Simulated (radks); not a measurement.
Species: the gallium ion Ga3+. Configuration: [Ne] 3s2 3p5.75 3d10 4d0.25 (fractional occupations, a model configuration). All-electron calculation, scalar-relativistic Kohn-Sham, exchange-only PBE, spin-polarised, spherical densities, point nucleus; open shells are filled with parallel spins first. Program: a radial shooting solver on a logarithmic mesh with Libxc functionals.

Normalised radial functions P(r) = r R(r), r in bohr:

r,3p up,3d up
0.002148,0.0018,0.0000
0.002461,0.0023,0.0000
0.002842,0.0030,0.0000
0.003256,0.0039,0.0000
0.003761,0.0051,0.0000
0.004309,0.0066,0.0000
0.004976,0.0086,0.0000
0.005701,0.0110,0.0001
0.006584,0.0143,0.0001
0.007543,0.0183,0.0002
0.008711,0.0238,0.0002
0.009981,0.0304,0.0004
0.01143,0.0388,0.0005
0.01321,0.0500,0.0008
0.01513,0.0634,0.0012
0.01747,0.0810,0.0017
0.02002,0.1018,0.0025
0.02312,0.1287,0.0038
0.02649,0.1596,0.0055
0.03059,0.1989,0.0081
0.03505,0.2427,0.0116
0.04047,0.2964,0.0169
0.04637,0.3536,0.0239
0.05355,0.4200,0.0344
0.06135,0.4861,0.0480
0.07029,0.5520,0.0664
0.08118,0.6162,0.0926
0.093,0.6647,0.1253
0.1074,0.6941,0.1702
0.1231,0.6912,0.2239
0.1421,0.6450,0.2943
0.1628,0.5518,0.3741
0.188,0.3949,0.4723
0.2154,0.1918,0.5761
0.2488,-0.0729,0.6936
0.285,-0.3537,0.8057
0.3266,-0.6410,0.9117
0.3771,-0.9211,1.0080
0.4321,-1.1326,1.0751
0.499,-1.2731,1.1121
0.5717,-1.3128,1.1104
0.6603,-1.2573,1.0696
0.7564,-1.1282,0.9982
0.8736,-0.9377,0.8952
1.001,-0.7359,0.7802
1.156,-0.5282,0.6491
1.324,-0.3578,0.5245
1.529,-0.2167,0.3996
1.752,-0.1229,0.2940
2.007,-0.0629,0.2044
2.318,-0.0272,0.1294
2.656,-0.0107,0.0773
3.068,-0.0034,0.0405
3.514,-0.0009,0.0196
4.059,-0.0002,0.0080
4.65,0.0000,0.0029
5.37,0.0000,0.0008
6.153,0.0000,0.0002
7.106,0.0000,0.0000
8.141,0.0000,0.0000
9.402,0.0000,0.0000
10.77,0.0000,0.0000

3p up: eigenvalue -135.06 eV, 1 radial node at r = 0.240 bohr, <r> = 0.676 bohr, 90 % of the charge inside 1.04 bohr. 3d up: eigenvalue -54.875 eV, 0 radial nodes, <r> = 0.778 bohr, 90 % of the charge inside 1.32 bohr.
